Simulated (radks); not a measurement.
Q: Charge is removed step by step from the 2s down level of the ruthenium ion Ru2+, starting from [He] 2s(up 1, down 1) 2p6 3s2 3p6 3d10 4s2 4p6 4d6. Code: a radial shooting solver on a logarithmic mesh with Libxc functionals. Model: scalar-relativistic Kohn-Sham, r2SCAN, spin-polarised, spherical densities, finite nucleus; open shells are filled with parallel spins first (spin-orbit coupling, left out, can overturn this in heavy ions); meta-GGA in the generalised Kohn-Sham scheme; Fermi nuclear charge, rms radius 4.4809 fm. At the starting occupation the eigenvalue is -3193.2 eV. Estimate the energy to remove one whole electron from this level, the eigenvalue at the end, and how far E(n) bends from a straight line.

A: Delta-SCF 3234.4 eV; final eigenvalue -3279.2 eV; the deviation from the straight line is -10.776 eV at 0.5 electron removed, the largest on the grid computed. Slater's transition state (half an electron removed) gives 3236.4 eV. Integrating minus the eigenvalue over the occupation (Janak's theorem) gives 3236.4 eV. In this scalar-relativistic scheme the density is built from large components alone, so the theorem holds only approximately. The mean slope of the eigenvalue, de/dn, is 86.0 eV per electron.
